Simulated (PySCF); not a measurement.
Several orderings of computed values.

Each SMILES stands for a single optimised conformer of the isolated species, non-relativistic unless stated; the electronic structure was computed with PySCF and density fitting.

Dipoles, sizes and rotational constants follow the conformer. The torsions of the flexible species, by atom-mapped SMILES:
- `[CH2:1]=[CH:2][Si@:3]([Cl:4])([C:5]#[C:6][CH3:7])[N:8]=[CH2:9]`: C1–C2–Si3–Cl4 -121°, C2–Si3–N8–C9 121°
- `[CH2:1]=[C:2]([CH2:3][O:4][SiH3:5])[O:6][CH:7]([F:8])[F:9]`: C1–C2–C3–O4 -21°, C2–C3–O4–Si5 -79°, C1–C2–O6–C7 -14°, C2–O6–C7–F8 -164°
- `[Cl:1][CH2:2][SiH2:3][c:4]1[cH:5][cH:6][cH:7][cH:8][n:9]1`: Cl1–C2–Si3–C4 180°, C2–Si3–C4–C5 180°
- `[CH2:1]=[C:2]([O:3][CH2:4][SiH3:5])[O:6][CH:7]([F:8])[F:9]`: C1–C2–O3–C4 -3°, C2–O3–C4–Si5 180°, C1–C2–O6–C7 -176°, C2–O6–C7–F8 162°
- `[CH3:1][C:2]#[C:3][SiH2:4][C:5]#[C:6][C@@H:7]([F:8])[SiH2:9][CH3:10]`: C6–C7–Si9–C10 -50°
- `[CH3:1][C@H:2]([F:3])[CH2:4][CH2:5][C@@H:6]([CH3:7])[SiH3:8]`: C1–C2–C4–C5 -177°, C2–C4–C5–C6 -177°, C4–C5–C6–C7 173°
- `[CH2:1]=[C:2]([O:3][SiH3:4])[O:5][CH2:6][CH:7]([F:8])[F:9]`: C1–C2–O3–Si4 -179°, C1–C2–O5–C6 4°, C2–O5–C6–C7 176°, O5–C6–C7–F8 159°
- `[O:1]=[C:2][NH:3][SiH3:4]`: O1–C2–N3–Si4 0°
- `[O:1]=[CH:2]/[C:3]([Cl:4])=[CH:5]\[SiH2:6]`: O1–C2–C3–Cl4 0°
- `[CH3:1][C:2]([CH3:3])[c:4]1[n:5][cH:6][n:7][o:8]1`: C1–C2–C4–N5 0°
- `[H]/[C:1]=[C:2]1/[C@@H:3]([C:4](=[CH2:5])[CH3:6])[C@H:7]1[C:8]#[CH:9]`: C2–C3–C4–C5 21°

(1) Rank by HOMO–LUMO gap, highest first (PBE0/pcSseg-1 at GFN2-xTB geometries).
A. `C[SiH2][C@@H](C#C[SiH2]C#CC)F`
B. `C[C@H](F)CC[C@@H](C)[SiH3]`
C. `FC(OC(=C)CO[SiH3])F`
D. `ClC[SiH2]c1ccccn1`
E. `C=C[Si@](Cl)(C#CC)N=C`
F. `C(OC[SiH3])(=C)OC(F)F`

(2) Rank by HOMO energy, lowest first (PBE0/pcSseg-1 at GFN2-xTB geometries).
A. `C(C)#C[Si@](Cl)(N=C)C=C`
B. `C[C@H](F)CC[C@@H](C)[SiH3]`
C. `C=C(CO[SiH3])OC(F)F`
D. `C=C(O[SiH3])OCC(F)F`

(3) By how much do the two ends of that ranking differ?

(4) Rank by isotropic g value, lowest first (unrestricted B3LYP/pcH-1, mean-field spin–orbit at GFN2-xTB geometries).
A. `[C](N[SiH3])=O` [radical]
B. `C[C](C)c1ncno1` [radical]
C. `[H]/[C]=C1/[C@@H](C(=C)C)[C@H]1C#C` [radical]
D. `O=C/C(Cl)=C\[SiH2]` [radical]

(5) Give the two extremes of that set as shifts from the free-electron value 2.002319.

(6) Rank by smallest rotational constant, highest first (GFN2-xTB).
A. `c1noc([C](C)C)n1` [radical]
B. `C=C(OC(F)F)CO[SiH3]`
C. `C[C@H](CC[C@H](C)F)[SiH3]`
D. `C=C[Si@](Cl)(C#CC)N=C`
E. `ClC[SiH2]C1=CC=CC=N1`
F. `CC#C[SiH2]C#C[C@@H](F)[SiH2]C`

(7) Rank by dipole moment, lowest first (PBE0/pcSseg-1 at GFN2-xTB geometries).
A. `[SiH3][C@@H](CC[C@H](C)F)C`
B. `c1(ncccc1)[SiH2]CCl`
C. `C=C[Si@](Cl)(C#CC)N=C`
D. `CC#C[SiH2]C#C[C@@H](F)[SiH2]C`
E. `C=C(CO[SiH3])OC(F)F`

(8) By how much do the two ends of that ranking differ?

Answers

(1) B (9.11 eV), C (7.66 eV), F (7.30 eV), A (6.97 eV), D (6.23 eV), E (6.00 eV).

(2) B (-8.21 eV), C (-7.63 eV), A (-7.12 eV), D (-6.72 eV).

(3) By 1.49 eV, between `C=C(O[SiH3])OCC(F)F` and `C[C@H](F)CC[C@@H](C)[SiH3]`.

(4) A (2.00171), C (2.00237), B (2.00358), D (2.00517).

(5) `O=[C]N[SiH3]` [doublet state]: -610 ppm; `O=C/C(Cl)=C\[SiH2]` [doublet state]: +2850 ppm.

(6) A (1.242 GHz), D (0.684 GHz), C (0.602 GHz), B (0.531 GHz), E (0.446 GHz), F (0.335 GHz).

(7) A (1.09 D), E (1.54 D), D (3.12 D), C (3.82 D), B (4.26 D).

(8) By 3.17 D, between `ClC[SiH2]c1ccccn1` and `C[C@H](F)CC[C@@H](C)[SiH3]`.
